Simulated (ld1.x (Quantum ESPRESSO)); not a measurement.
## Ranking TM semilocal potentials for barium (Ba)

All share these settings but for the change named:

```
Element                 : Ba
Generator               : ld1.x (Quantum ESPRESSO) 7.5
Type                    : norm-conserving Troullier–Martins (semilocal form)
Functional              : PBE
Relativity              : scalar-relativistic
Frozen core             : [Xe]
Valence charge          : 2
Reference configuration : 5d0 6s2 6p0
Partial waves           : 6s (bound): rc 3.95 bohr; 6p (bound, empty): rc 3.70 bohr; 5d (bound, empty): rc 3.55 bohr
Local potential         : the d channel
Core correction         : none
```

Test errors are all-electron minus pseudo excitation energies from the reference, over 5d0 6s1 6p0; 5d0 6s1.5 6p0; 5d0 6s1 6p1; 5d0 6s0 6p1; 5d0.5 6s1.5 6p0; 5d1 6s0 6p0; 5d1 6s1 6p0. None of these files shows a bound ghost.

The base gives 485.0 meV.

Of 7 variants that were run, those that failed, showed a ghost or another fault, or gave nearly equal values are left out.

Task: Rank these variants by their largest absolute test error, smallest first.
A. core correction a·sin(br)/r model core inside 3.84 bohr
B. core correction a·sin(br)/r model core inside 1.92 bohr
C. core correction a·sin(br)/r model core inside 4.26 bohr
D. core correction a·sin(br)/r model core inside 3.30 bohr

Result: D (52.2 meV), A (61.2 meV), B (70.6 meV), C (117.4 meV).
